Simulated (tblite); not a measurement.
Species: C6H8AsN.
Atom-mapped SMILES: `[AsH2:1][CH2:2][c:3]1[cH:4][cH:5][n:6][cH:7][cH:8]1` (hydrogens: H9, H10 on As1; H11, H12 on C2; H13 on C4; H14 on C5; H15 on C7; H16 on C8)

Computed with GFN2-xTB (tblite), gas phase: L-BFGS steps from a force-field or distance-geometry start until the largest atomic force falls under 0.01 eV/Å.

Geometry at step 2:
```
atom  x, y, z in Å
As1     2.8224   -0.1572    0.4791
C2      1.4527   -0.4640   -0.9491
C3      0.0987   -0.1416   -0.4162
C4     -0.4241    1.1473   -0.5095
C5     -1.6813    1.3965    0.0173
N6     -2.4088    0.4587    0.6012
C7     -1.9188   -0.7675    0.7057
C8     -0.6687   -1.1184    0.2217
H9      2.0193   -0.9096    1.5404
H10     2.2435    1.2045    0.8686
H11     1.5184   -1.5073   -1.2657
H12     1.7038    0.1741   -1.8045
H13     0.1539    1.9471   -0.9759
H14    -2.0916    2.4192   -0.0635
H15    -2.5328   -1.5375    1.2058
H16    -0.2940   -2.1352    0.3330
```

**Question.** Give the atomic forces at this geometry.

**Answer.** 
| atom | Fx (eV/Å) | Fy (eV/Å) | Fz (eV/Å) |
| --- | --- | --- | --- |
| As1 | -0.149 | 0.055 | 0.079 |
| C2 | -0.126 | 0.160 | 0.085 |
| C3 | 0.141 | -0.162 | -0.152 |
| C4 | 0.149 | 0.051 | -0.011 |
| C5 | 0.115 | 0.248 | -0.150 |
| N6 | -0.380 | 0.060 | 0.160 |
| C7 | 0.043 | -0.217 | 0.094 |
| C8 | 0.044 | 0.028 | -0.053 |
| H9 | 0.136 | 0.367 | -0.178 |
| H10 | 0.063 | -0.433 | 0.070 |
| H11 | 0.005 | -0.010 | 0.019 |
| H12 | -0.006 | -0.051 | 0.095 |
| H13 | -0.157 | -0.267 | 0.084 |
| H14 | -0.004 | -0.750 | 0.211 |
| H15 | 0.184 | 0.672 | -0.281 |
| H16 | -0.058 | 0.248 | -0.072 |

The largest, 0.78 eV/Å, acts on H14; the rms over all components is 0.216 eV/Å. The forces sum to zero within rounding, as they must for an isolated molecule in no field.

**Question.** Give the force on H14 in Eh/bohr and in nN.

**Answer.** 0.779 eV/Å ÷ 51.422 = 0.01515 Eh/bohr, and 0.779 eV/Å × 1.602 = 1.25 nN.

**Question.** How far is this geometry from the end of the optimisation?

**Answer.** 0.073 eV above it, and 0.040 Å rms away after alignment. The bonds farthest from their final lengths, with half the difference of the two atoms' forces along the bond (positive lengthens):

```json
{"bond": "As1–H10", "now (Å)": "1.530", "final (Å)": "1.501", "force along bond (eV/Å)": "-0.26"}
{"bond": "As1–H9", "now (Å)": "1.529", "final (Å)": "1.501", "force along bond (eV/Å)": "-0.24"}
{"bond": "C5–H14", "now (Å)": "1.105", "final (Å)": "1.083", "force along bond (eV/Å)": "-0.45"}
{"bond": "C7–H15", "now (Å)": "1.105", "final (Å)": "1.083", "force along bond (eV/Å)": "-0.43"}
{"bond": "C4–H13", "now (Å)": "1.091", "final (Å)": "1.082", "force along bond (eV/Å)": "-0.22"}
{"bond": "C2–C3", "now (Å)": "1.490", "final (Å)": "1.482", "force along bond (eV/Å)": "-0.20"}
```

The angle farthest from its final value is H9–As1–H10, 93.6° against 89.1°.

Of the 4 listed bonds off by 0.010 Å or more, this force points towards the final length in 4.

What follows is the cost of the whole relaxation. The run took 0.29 s wall on one thread, Arm Neoverse N1 (aarch64), shared host with 64 logical CPUs at a one-minute load of 61.
